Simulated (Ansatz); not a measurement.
The cluster Hf3⁺. Charge 1, multiplicity 4. Geometry PBE-D4/def2-TZVP; atoms count from 1.

Cartesian coordinates in Å:
```
Hf -1.391 0.729 -0.331
Hf 0.877 0.583 1.099
Hf 0.514 -1.312 -0.768
```

In the def2 sets Hf takes a core potential; there is no spin–orbit coupling. At PBE0-D4/def2-TZVP a doublet of charge 1 lies 0.32 eV below the quartet, each at its own geometry. The structure comes from a short search, and lower isomers may exist.

Problem. Estimate the Mulliken populations from the PBE0/def2-TZVP orbitals of Ansatz.

Solution. 
```tsv
atom	charge (e)	spin (α − β)	d electrons
Hf1	0.33	1.15	2.31
Hf2	0.34	0.70	2.35
Hf3	0.33	1.15	2.31
```
Mulliken values and Mayer orders depend strongly on the basis.

Problem. Where does the spin sit?

Solution. Summed by element: Hf 3.00, of 3 unpaired in all. Largest on single atoms: Hf1 1.15, Hf3 1.15, Hf2 0.70.

Problem. And the Mayer bond orders between bonded heavy atoms (over 0.3)?

Solution. Hf1–Hf2 2.05 (2.68 Å); Hf1–Hf3 1.68 (2.83 Å); Hf2–Hf3 2.05 (2.68 Å).
